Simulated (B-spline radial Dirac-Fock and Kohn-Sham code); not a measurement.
P³⁺ 3s: cross section and angular parameters

System: phosphorus as P³⁺ in the configuration 1s2 2s2 2p6 3s2; threshold 50.48 eV (orbital energy of the model). Method: Dirac-Hartree-Slater photoionisation with a Latter tail; cross sections with all multipoles, angular parameters from the dipole term and its interference with E2. Computed with a radial finite-basis atomic code.

For linearly polarised light dσ/dΩ = σ/(4π) [1 + β P₂(cos θ) + (δ + γ cos²θ) sin θ cos φ], with θ from the polarisation vector and φ the angle between the beam and the projection of the electron momentum on the plane normal to the polarisation.

| hν (eV) | σ (kb) | β | γ |
| --- | --- | --- | --- |
| 60 | 487 | 2.000 | 0.166 |
| 69.7 | 410 | 2.000 | 0.155 |
| 80 | 345 | 2.000 | 0.138 |
| 107 | ? | ? | ? |
| 135 | 164 | 2.000 | 0.050 |
| 148 | 143 | 2.000 | 0.035 |
| 165 | 121 | 2.000 | 0.018 |
| 175 | 111 | 2.000 | 0.010 |
| 200 | 90.2 | 2.000 | -0.008 |
| 228 | 73.0 | 2.000 | -0.021 |
| 258 | 59.2 | 2.000 | -0.029 |
| 306 | 43.7 | 2.000 | -0.033 |
| 326 | 39.0 | 2.000 | -0.034 |
| 422 | 24.3 | 2.000 | -0.018 |
| 635 | 11.3 | 2.000 | 0.050 |
| 775 | 7.61 | 2.000 | 0.105 |
| 800 | 7.14 | 2.000 | 0.115 |
| 880 | 5.88 | 2.000 | 0.147 |
| 1486.9 | 1.91 | 2.000 | 0.383 |
| 2000 | 0.966 | 2.000 | 0.556 |
| 2470 | 0.585 | 2.000 | 0.696 |
| 3120 | 0.330 | 2.000 | 0.869 |
| 3590 | 0.232 | 2.000 | 0.983 |
| 5414.7 | 0.0797 | 2.000 | 1.364 |
| 7220 | 0.0366 | 2.000 | 1.671 |
| 8047.8 | 0.0271 | 2.000 | 1.796 |
| 9610 | 0.0165 | 2.000 | 2.014 |
| 12400 | 0.00798 | 1.999 | 2.357 |
| 12700 | 0.00745 | 1.999 | 2.392 |

Q: Give the values at 107 eV.

A: σ = 236 kb, β = 2.000, γ = 0.093. For an s subshell δ is negligible.
